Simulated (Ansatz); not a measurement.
Basis-set series for H7SbSi2 (`[SiH3][SbH][SiH3]`). Charge 0, multiplicity 1. Sb: def2 effective core potential. Geometry: relaxed with PBE0-D4/def2-TZVP.

| functional | basis | functions | energy (Eh) | HOMO (eV) | LUMO (eV) |
| --- | --- | --- | --- | --- | --- |
| PBE0-D4 | def2-SVP | 97 | -823.01424 | -7.15 | -0.30 |
| PBE0-D4 | def2-TZVPP | 232 | -823.22700 | -7.16 | -0.56 |
| ωB97M-V | def2-SVP | 97 | -823.13710 | -9.07 | 1.48 |
| ωB97M-V | def2-TZVPP | 232 | -823.35475 | -9.11 | 1.00 |

**Question.** Give the rows for def2-QZVPP. (An estimate is asked.)

**Answer.** Computed: 
```
functional       basis  functions  energy (Eh)  HOMO (eV)  LUMO (eV)
   PBE0-D4  def2-QZVPP        432   -823.24843      -7.17      -0.63
   ωB97M-V  def2-QZVPP        432   -823.37512      -9.12       0.77
```

Positive LUMOs are unbound and depend on the basis.
